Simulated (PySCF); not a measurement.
**MP2, SCS-MP2 and SOS-MP2 from spin components**

System: C2H7Al, singlet, at a GFN2-xTB geometry (such geometries of metal compounds can be far from the true shape). Level: MP2/cc-pVDZ run with PySCF. Sums are taken with unrounded values, so a last digit can differ.

Here is a job for PySCF.
```python
from pyscf import gto, scf, mp

mol = gto.M(
    atom='''
Al   -0.65165044    0.88705720    0.56697116
H    -1.06119164    1.54604546    1.90904495
H    -1.30156254    1.52983553   -0.68851914
C     0.58897221   -0.66252663    0.31594345
C     0.60113054   -0.93293184   -1.20255948
H     0.28450092   -1.58011908    0.84014238
H     1.61963818   -0.47777682    0.65285272
H     0.92709418   -0.04403707   -1.74595183
H    -0.40278758   -1.17618196   -1.55493373
H     1.26514775   -1.75675870   -1.46356420
''',
    basis='cc-pvdz',
    verbose=4,
    max_memory=1800,
)

mf = scf.RHF(mol)
mf.kernel()

pt = mp.MP2(mf, frozen=7)
pt.kernel()
print('E(MP2) = %.10f' % pt.e_tot)
```

It gave an SCF energy of -321.706194 Eh, a same-spin correlation energy of -0.072034 Eh and an opposite-spin one of -0.292150 Eh.

Question: Work out the MP2, SCS-MP2 (6/5 and 1/3) and SOS-MP2 (1.3 and 0) correlation and total energies.

Answer: MP2: -0.292150 + (-0.072034) = -0.364184 Eh, total -322.070379 Eh, as the program printed. SCS-MP2: 1.2 × (-0.292150) + (-0.072034)/3 = -0.374592 Eh, total -322.080786 Eh. SOS-MP2: 1.3 × (-0.292150) = -0.379795 Eh, total -322.085989 Eh. Opposite spins carry 80 % of the MP2 correlation; same-spin pairs are already kept apart by exchange.
